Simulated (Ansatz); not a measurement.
The HOMO–LUMO gap down a group: C to Ge

One atom is swapped for its congeners: C2H4F2 (1,1-difluoroethane) `CC(F)F`; SiH(CH3)F2; GeH(CH3)F2. All are singlets with charge 0.

Shapes, held fixed at every level: PBE0-D4/def2-TZVP. Programs: Ansatz 0.2.0. Values in eV.

```csv
level,C2H4F2,SiH(CH3)F2,GeH(CH3)F2
SPW92/def2-TZVPP,8.61,7.87,7.53
PBE-D4/def2-TZVPP,8.58,8.05,7.67
r2SCAN-D4/def2-TZVPP,9.89,8.91,8.46
BHLYP-D4/def2-TZVPP,13.43,12.51,12.27
PBE0-D4/def2-TZVPP,11.15,10.42,10.11
r2SCAN0-D4/def2-TZVPP,12.07,10.98,10.58
wB97M-V/def2-TZVPP,15.00,14.18,14.05
```

At wB97M-V/def2-TZVPP the HOMO–LUMO gap falls at every step, from 15.00 to 14.05 eV. Every level shows the same order. Relativity is left out for Ge unless named. Orbital gaps aren't excitation energies, and the LUMO depends on the basis.
